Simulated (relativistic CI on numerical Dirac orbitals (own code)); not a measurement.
Line list: Electric-dipole lines, Hf68+

These numbers are calculated, not measured: Dirac-Coulomb-Breit CI, separate exchange-only KLI orbitals for each configuration, a model potential for QED, unscaled Slater integrals (own radial code, finite nucleus).

Configurations in the expansion (outside the closed core 1s2): 2s2, 2s 2p, 2p2, 2p 3s, 2p 3p, 2s 3s, 2s 3p, 2s 3d, 2s 4s, 2s 4p, 2s 4d, 2s 4f, 3s2, 3s 3p, 3p2. Levels of other configurations are missing.

```
λ vac (nm)             Lower             Upper   A (s⁻¹)        gf  Branching (%)
   0.08953   2s 2p 3P°_1 [3]   2s 4d 3D_2 [42]  4.88e+14  2.93e-01           66.9
   0.09826   2s 2p 3P°_2 [5]   2s 4d 3D_3 [43]  4.93e+14  4.99e-01           75.5
   0.09891   2s 2p 1P°_1 [6]   2s 4d 1D_2 [44]  4.54e+14  3.33e-01           69.2
   0.11473   2s 2p 3P°_2 [5]   2p 3p 3D_3 [31]  4.36e+14  6.02e-01           97.8
   0.11499      2s2 1S_0 [1]  2s 3p 1P°_1 [20]  6.02e+14  3.58e-01           96.8
   0.11504   2s 2p 3P°_1 [3]   2p 3p 3D_2 [26]  3.96e+14  3.93e-01           75.3
   0.11649   2s 2p 3P°_0 [2]   2s 3d 3D_1 [21]  9.19e+14  5.61e-01           58.4
   0.11680   2s 2p 3P°_1 [3]   2s 3d 3D_2 [22]  1.45e+15  1.48e+00           83.7
   0.11685   2s 2p 3P°_1 [3]   2s 3d 3D_1 [21]  4.25e+14  2.61e-01           27.0
   0.11879   2s 2p 3P°_2 [5]   2p 3p 3D_2 [30]  3.22e+14  3.40e-01           49.6
   0.11881   2s 2p 3P°_2 [5]   2p 3p 3P_1 [29]  5.21e+14  3.31e-01           81.3
   0.11934      2s2 1S_0 [1]  2s 3p 3P°_1 [14]  4.14e+14  2.65e-01           97.8
   0.11962   2s 2p 3P°_1 [3]   2p 3p 3D_1 [17]  4.69e+14  3.02e-01           62.9
   0.11980   2s 2p 1P°_1 [6]   2p 3p 3D_2 [30]  3.18e+14  3.43e-01           49.1
   0.13132   2s 2p 3P°_2 [5]   2s 3d 3D_3 [23]  1.52e+15  2.76e+00          100.0
   0.13236   2s 2p 1P°_1 [6]   2s 3d 1D_2 [24]  1.25e+15  1.64e+00           91.0
   0.13273   2s 2p 3P°_2 [5]   2s 3d 3D_2 [22]  2.70e+14  3.57e-01           15.6
   0.33327   2s 3s 3S_1 [11]  2s 4p 3P°_2 [39]  5.36e+13  4.46e-01           81.2
   0.33898  2s 3p 3P°_1 [14]   2s 4d 3D_2 [42]  1.27e+14  1.09e+00           17.4
   0.37401  2s 3p 3P°_2 [19]   2s 4d 3D_3 [43]  1.59e+14  2.33e+00           24.3
   0.37424  2s 3p 1P°_1 [20]   2s 4d 1D_2 [44]  1.44e+14  1.51e+00           21.9
   0.37679   2s 3d 3D_1 [21]  2s 4f 3F°_2 [46]  2.72e+14  2.89e+00           81.9
   0.37741   2s 3d 3D_2 [22]  2s 4f 3F°_3 [45]  2.97e+14  4.44e+00           89.8
   0.38665   2s 3d 3D_3 [23]  2s 4f 3F°_4 [47]  3.14e+14  6.34e+00           97.8
   0.38817   2s 3d 1D_2 [24]  2s 4f 1F°_3 [48]  2.75e+14  4.34e+00           85.9
   0.78580   2s 2p 3P°_2 [5]      2p2 3P_2 [9]  6.77e+12  3.13e-01           53.2
   0.79481      2s2 1S_0 [1]   2s 2p 1P°_1 [6]  8.82e+12  2.51e-01           99.1
   0.79962   2s 2p 3P°_1 [3]      2p2 1D_2 [8]  6.17e+12  2.96e-01           99.6
   0.83240   2s 2p 1P°_1 [6]      2p2 3P_2 [9]  5.89e+12  3.06e-01           46.3
    2.6744   2s 3s 3S_1 [11]  2s 3p 3P°_2 [19]  1.06e+12  5.66e-01           26.4
```

Terms are leading LS components. Brackets give the number of a level in order of energy, since labels repeat. The list gives strong lines, with weight on those to low levels, without lines whose two gauges differ by over a factor of 2.5, among the lowest 48 of 58 levels, so that lines to higher ones, which can be the strongest, are missing. Levels whose partners in the same complex of configurations lie outside the list can be far off, and so can their lines. Rates are taken at the computed energies, electric ones in the length gauge.

At this charge energies of transitions that change n are usually good to better than 1 %, and those within a shell (Δn = 0) to a few per cent.

LS names give the leading component of a level, which can be under half, so a name can repeat, a term be missing and a line seem to break the LS rules.
